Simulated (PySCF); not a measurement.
B3LYP on P⁻ (phosphorus, charge -1), [Ne] 3s2 3p4, high-spin 3P determinant. Computed with PySCF 2.14 in dyall-av3z, with scalar relativity by spin-free X2C-1e.

```
cycle= 1 E= -342.15217928385  delta_E= -0.0115  |g|= 0.0236  |ddm|= 0.13
cycle= 2 E= -342.152285820698  delta_E= -0.000107  |g|= 0.0265  |ddm|= 0.0663
cycle= 3 E= -342.152865028496  delta_E= -0.000579  |g|= 0.00412  |ddm|= 0.041
cycle= 4 E= -342.152908503453  delta_E= -4.35e-05  |g|= 0.00148  |ddm|= 0.0151
cycle= 5 E= -342.152916066296  delta_E= -7.56e-06  |g|= 0.000384  |ddm|= 0.00791
cycle= 6 E= -342.152916401113  delta_E= -3.35e-07  |g|= 2.62e-05  |ddm|= 0.0017
cycle= 7 E= -342.152916402988  delta_E= -1.87e-09  |g|= 2.13e-06  |ddm|= 0.000128
cycle= 8 E= -342.152916403001  delta_E= -1.3e-11  |g|= 4.08e-07  |ddm|= 1.15e-05
converged SCF energy = -342.152916403001  <S^2> = 2.0105662  2S+1 = 3.0070359
```

Highest occupied orbital energy: 1.094 eV; ⟨L²⟩ = 2.04; populations by l: s 6.00, p 10.00, d 0.00, f 0.00.

Problem. Can this result be used?

Solution. With care. Self-consistency was reached. At B3LYP the highest occupied level has a positive energy, so only the finite basis holds that electron; in a semilocal or global hybrid functional this comes from self-interaction and does not mean that the real anion is unbound.
